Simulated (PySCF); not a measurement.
## Bond length, frequency and bond energy of TbO by level of theory

State: octet, about 8.2 electrons in the 4f shell (Mulliken), real f orbitals that mix terms. Set-up: PySCF, spin-free X2C with a Gaussian nucleus, basis sets Tb x2c-TZVPall, O x2c-TZVPall. De refers to Tb (4f9 6s2) + O in their high-spin ground configurations, without counterpoise correction. The functionals are run spin-unrestricted. A positive dipole means Tb(−)O(+).

| Level | Re (Å) | ωe (cm⁻¹) | De (eV) | μ (D) |
| --- | --- | --- | --- | --- |
| UHF | 1.798 | 880 | n/a | -4.99 |
| UHF-MP2 | 1.799 | 865 | n/a | n/a |
| UHF-SCS-MP2 | 1.801 | 875 | n/a | n/a |
| LDA | 1.776 | 854 | 8.26 | -4.08 |
| PBE | 1.798 | 825 | 7.20 | -4.09 |
| BLYP | 1.818 | 802 | 6.78 | -4.42 |
| r²SCAN | 1.787 | 857 | 7.51 | -4.19 |
| PBE0 | 1.782 | 872 | 7.17 | -4.42 |

The bond length runs from 1.776 Å (LDA) to 1.818 Å (BLYP). De spans 6.78 eV (BLYP, GGA) to 8.26 eV (LDA, local density).

Correlated steps freeze 19 core orbitals. Spin–orbit coupling is left out, which matters for elements this heavy, above all for dissociation energies. Counting both spins, an empty level lies below a filled one in some of these solutions, because spin and occupation are held. With d or f electrons several states lie close, and the lowest PBE0 determinant need not be the measured ground state.

The whole job (state search and all levels along the bond) took about 11 min on 4 threads of Arm Neoverse V1 (shared host), peak memory 7 GiB.
